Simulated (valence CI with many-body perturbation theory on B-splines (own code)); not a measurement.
**Pr19+ in brief**

Method: relativistic CI+MBPT: four valence electrons over a frozen Dirac-Fock core [Kr], a basis of 7 s, 7 p, 8 d, 6 f, 4 g, 1 h functions for each j, with the one-electron correlation potential Σ1 (screened to all orders), the two-electron term Σ2, the three-electron term Σ3, Breit, model QED; selected single and double excitations, second order for the rest, scaled by the run's own slope (own B-spline code, finite nucleus).

No measured levels were compared; by estimate terms of the open shell hold to 2 to 4 % of their energy, and close levels can change places. The list stops below the first excitations out of the core.

Levels are named by their leading jj configuration (3d3/2^4 stands for four electrons in 3d with j = 3/2), which in mixed levels can hold well under half, so a name can repeat and another be missing.

Rates and lifetimes use the calculated energies. Strong lines usually hold to 10 to 20 %, long lifetimes can be off by a factor of two.

Q: What is the ground level?

A: (4d3/2^4) J=0, composition 52 % 4d⁴ ⁵D + 42 % 4d⁴ ³P + 6 % 4d⁴ ¹S.

Q: Name the longest-lived excited levels whose lifetime is computed, and their main decay.

A: (4d3/2^3 4d5/2) J=4 at 5.556 eV lives 6.57 s, mostly by M1 to (4d3/2^3 4d5/2) J=3.

Q: What is the ionisation energy?

A: 555.47 eV; NIST lists 554 ± 4 eV (theoretical).

Q: How well does LS coupling describe the low levels?

A: Among the lowest 20 levels the leading LS term, summed over configurations, holds 58 % on average. For single configurations the figures are 58 % in LS and 75 % in jj coupling. Terms mix most in the J = 2 level at 14.597 eV, where the leading one holds 35 %.
